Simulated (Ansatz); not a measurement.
`C=CCCCCCCCCCO` with charge +1. Charge 1, multiplicity 2. Geometry r2SCAN-D4/def2-SVP, that of the neutral singlet.

```xyz
34

C     0.085   -5.058    3.528
C    -0.698   -4.271    2.783
C    -0.250   -3.048    2.044
C    -0.943   -1.771    2.540
C    -0.468   -0.490    1.853
C    -0.774   -0.412    0.358
C    -0.363    0.917   -0.271
C    -0.668    0.997   -1.766
C    -0.344    2.346   -2.410
C     1.138    2.714   -2.404
C     1.433    4.016   -3.137
O     2.790    4.395   -3.063
H    -0.312   -5.932    4.053
H     1.158   -4.856    3.636
H    -1.771   -4.505    2.711
H     0.846   -2.936    2.136
H    -0.465   -3.181    0.967
H    -0.776   -1.683    3.628
H    -2.036   -1.876    2.409
H     0.621   -0.374    2.009
H    -0.937    0.376    2.355
H    -1.857   -0.576    0.198
H    -0.263   -1.233   -0.178
H    -0.878    1.746    0.251
H     0.717    1.077   -0.096
H    -0.115    0.197   -2.295
H    -1.739    0.774   -1.922
H    -0.707    2.340   -3.455
H    -0.919    3.141   -1.897
H     1.520    2.812   -1.374
H     1.718    1.894   -2.873
H     1.081    3.941   -4.189
H     0.864    4.840   -2.674
H     3.308    3.680   -3.456
```

At PBE-D4/def2-SVP, B97M-V/def2-SVP the gap within one spin of the charge 1 doublet nearly closes, so an electron or hole may be smeared out by delocalisation error.

Q: Estimate the α-spin orbital energies around the gap (eV) in Ansatz with PBE-D4/def2-SVP, B97M-V/def2-SVP, PBE0-D4/def2-SVP.

A: 
```
orbital  PBE-D4/def2-SVP  B97M-V/def2-SVP  PBE0-D4/def2-SVP
 HOMO−5           -11.10           -11.52            -12.48
 HOMO−4           -10.96           -11.36            -12.33
 HOMO−3           -10.83           -11.26            -12.22
 HOMO−2           -10.71           -11.13            -12.06
 HOMO−1           -10.63           -11.03            -11.94
   HOMO           -10.61           -10.99            -11.87
   LUMO            -5.11            -5.17             -4.54
 LUMO+1            -2.75            -2.32             -1.55
 LUMO+2            -2.15            -2.04             -1.37
 LUMO+3            -2.03            -1.85             -1.14
 LUMO+4            -1.87            -1.74             -1.00
 LUMO+5            -1.69            -1.51             -0.79
 β HOMO           -10.20           -10.42            -10.65
 β LUMO           -10.18           -10.40            -10.27
```
